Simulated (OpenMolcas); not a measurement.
Pd3+ (d7) in a complex was computed by SS-CASPT2, IPEA 0.25 Eh, imaginary shift 0.1 Eh with the d shell active (OpenMolcas, ANO-RCC-VDZP on the metal). Its lowest spin-free states, and all those of the highest spin:

```
2S+1  Degeneracy  E (cm-1)
   4           1         0
   2           1       650
   2           3      1920
   2           2      2360
   2           3      3530
   2           3      3630
   2           2      4430
   2           3      5840
   2           3      6730
   2           3      7190
   4           3      9750
   2           3      9890
   4           3     13200
   4           3     19080
```

Question: Is the site octahedral, tetrahedral or cube-like, axial, or of lower symmetry?

Answer: The states with 2S+1 = 4 have orbital degeneracies 1, 3, 3, 3. Threefold states need a cubic site. For d7 at this spin an octahedron puts the threefold T1 below the threefold T2 and a tetrahedron or cube puts the single A2 below the threefold T2, so the site is a tetrahedron or a cube, which this pattern cannot tell apart. The first gap at this spin, 9750 cm-1, is |10Dq| in ligand-field theory. The run had Pd3+ with 4 ligands (chloride) in tetrahedral coordination (Td) at 2.39 Å. A charge of +0.25 e stands 2.8 Å behind each ligand. Ligand basis ANO-RCC-VDZP.

Roots that are degenerate in the reference are averaged as groups; the widest CASPT2 spread within a group is 2600 cm-1 (the 3-fold group of multiplicity 2 near 16300 cm-1 above the lowest state of its run). Shifts and gaps below about the spread of the groups concerned are not significant. Over all roots computed the reference weight is 0.54 to 0.69; the roots of lowest weight are the least certain, and an intruder state may touch them. The least metal-like active orbital is 65 % on the metal (Löwdin) and no ligand orbital is active, so the numbers are rough. Ligand-to-metal charge-transfer states are missing. With no ligand orbital active B as a rule stays too high, so bands that hang on it stand too high and its fall with covalency is understated. With one d shell and no ligand orbital active, 10Dq can be off by a tenth or more. No measured value stands beside these numbers; the geometry was imposed, not optimised, and the real ion may take another.
